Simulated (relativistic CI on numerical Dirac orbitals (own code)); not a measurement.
## Fe2+ in a cubic cluster: 1s photoemission with charge transfer

Computed with a charge-transfer multiplet model of a cubic metal-ligand cluster with up to 2 ligand holes, Slater and spin-orbit integrals from Dirac-Coulomb-Breit ions, Slater integrals scaled by 0.7. The ground state mixes d6 with configurations of k ligand holes L, whose averages lie at kΔ + k(k − 1)U_dd/2; a core hole lowers each added d electron by U_cd. 300 K, Lorentzian 1.1 eV and Gaussian 0.6 eV FWHM.

Atomic integrals in eV (Slater integrals scaled, ζ unscaled), ground: F2dd 7.632, F4dd 4.739, zeta_d 0.049; with the core hole: F2dd 8.876, F4dd 5.545, zeta_d 0.073, G2cd 0.047.

Cluster parameters (eV): Δ = 1.9, U_cd = 7.2, 10Dq = 0.2, 10Dq(ligand) = 0.7, V(eg) = 2.55, V(t2g) = -1.19, final-state hopping factor = 1.

| Case | n_d | d6 | d7L | d8L2 | S |
| --- | --- | --- | --- | --- | --- |
| U_dd = 3.6 eV | 6.49 | 0.56 | 0.39 | 0.05 | 1.98 |
| U_dd = 5 eV | 6.46 | 0.58 | 0.38 | 0.04 | 1.99 |
| U_dd = 5.7 eV | 6.45 | 0.58 | 0.38 | 0.04 | 1.99 |
| U_dd = 6.4 eV | 6.44 | 0.59 | 0.38 | 0.03 | 1.99 |
| U_dd = 7.8 eV | 6.43 | 0.60 | 0.37 | 0.03 | 1.99 |

Weights, n_d and S are thermal averages at 300 K. Binding energies count from the first peak over 30 % of the highest in each spectrum, which can be another peak from case to case. The parameters are a model scan and need not match a compound or its usual spin state. Peaks in eV (height, largest 100):
- U_dd = 3.6 eV: 0.0 (100), 7.1 (36), 13.2 (8)
- U_dd = 5 eV: 0.0 (100), 7.3 (31), 12.9 (7)
- U_dd = 5.7 eV: 0.0 (100), 7.4 (29), 12.9 (6)
- U_dd = 6.4 eV: 0.0 (100), 7.6 (28), 12.8 (5)
- U_dd = 7.8 eV: 0.0 (100), 7.9 (27)

For the case U_dd = 5.7 eV, Δ = 1.9 eV is smaller than U_dd = 5.7 eV, the charge-transfer side of the Zaanen-Sawatzky-Allen scheme. With the core hole the average of the configuration with one ligand hole lies at Δ − U_cd = -5.3 eV before mixing: it lies below the unscreened one, so the lowest final states are mostly screened and the unscreened weight appears at higher binding energy as a satellite.

With at most 2 ligand holes the space is cut while the next configuration still counts, so covalency is underestimated, and a final configuration with one more ligand hole, which can lie low, is missing from the spectra.
